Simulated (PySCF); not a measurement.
A calculated (TPSS, PySCF 2.14, x2c-SVPall, the spin-free X2C one-electron Hamiltonian (Gaussian nucleus)) atom or ion has these occupied shells.

| shell | electrons | orbital energy (eV) | rms radius, mean of both spins (bohr) |
| --- | --- | --- | --- |
| 1s α | 1 | -30272.5 | 0.0326 |
| 1s β | 1 | -30272.5 | 0.0326 |
| 2s α | 1 | -4605.3 | 0.133 |
| 2s β | 1 | -4605.3 | 0.133 |
| 2p α | 3 | -4136.4 | 0.118 |
| 2p β | 3 | -4136.3 | 0.118 |
| 3s α | 1 | -904.07 | 0.353 |
| 3s β | 1 | -904.02 | 0.353 |
| 3p α | 3 | -750.21 | 0.354 |
| 3p β | 3 | -750.15 | 0.354 |
| 3d α | 5 | -514.10 | 0.332 |
| 3d β | 5 | -514.04 | 0.332 |
| 4s α | 1 | -149.02 | 0.840 |
| 4s β | 1 | -148.86 | 0.840 |
| 4p α | 3 | -101.90 | 0.910 |
| 4p β | 3 | -101.74 | 0.910 |
| 4d α | 5 | -33.070 | 1.12 |
| 4d β | 5 | -32.762 | 1.12 |
| 5s α | 1 | -13.434 | 2.40 |
| 5s β | 1 | -11.229 | 2.40 |
| 5p α | 3 | -5.401 | 3.00 |

Problem. Name the element and its charge.

Solution. Sb (antimony, neutral), in [Kr] 4d10 5s2 5p3, high-spin 4S determinant.
